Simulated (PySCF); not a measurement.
H6BrNSi2, SMILES N[SiH2][SiH2]Br, singlet, CAM-B3LYP/def2-SVP optimised geometry. Atoms within 1.6 Å of the plane z = 0.0 Å (x, y, z in Å): N1 (2.09, -1.11, 0.00), Si2 (0.36, -1.11, 0.00), Si3 (-0.37, 1.12, 0.00), Br4 (-2.61, 1.13, -0.23), H5 (2.60, -1.90, 0.37), H6 (2.61, -0.67, -0.75), H7 (-0.31, -1.80, -1.15), H8 (-0.09, -1.77, 1.25), H9 (0.20, 1.90, -1.13), H10 (-0.05, 1.82, 1.27).

Method: CAM-B3LYP/def2-TZVP (PySCF). Cells within 0.4 Å of a nucleus heavier than hydrogen are left out (blank, or x).

Map of the HOMO−1 amplitude (bohr^(-3/2)) on the plane z = 0.0 Å; orbital energy -9.49 eV, overall sign arbitrary:

```
|444444444444444444444444444|
|444444444444444444444444444|
|444444444444444444444444444|
|444444444444444444444444444|
|444444444444444444444444444|
|444445555444444444444444444|
|444455555544444444444444444|
|444556766544333444444444444|
|444568987554333444444444444|
|444568787544433444444444444|
|444455xx544xxx4444444444444|
|444432322344x55544444444444|
|444321012344555555555444444|
|444332222345566555555544444|
|444333333345566555676544444|
|44443333344555x545x97554444|
|4444444444445xx432xx6544444|
|444444444444444321024444444|
|444444444444443322223444444|
|444444444444443333333444444|
|444444444444444333334444444|
|444444444444444444444444444|
|444444444444444444444444444|
|444444444444444444444444444|
|444444444444444444444444444|
|444444444444444444444444444|
|444444444444444444444444444|
```
Scale: ten equal steps from -0.147 (start of '0') to 0.183 (end of '9'), in the order '0123456789'; x runs from -5.00 to 5.00, y from -5.00 (bottom) to 5.00 (top).
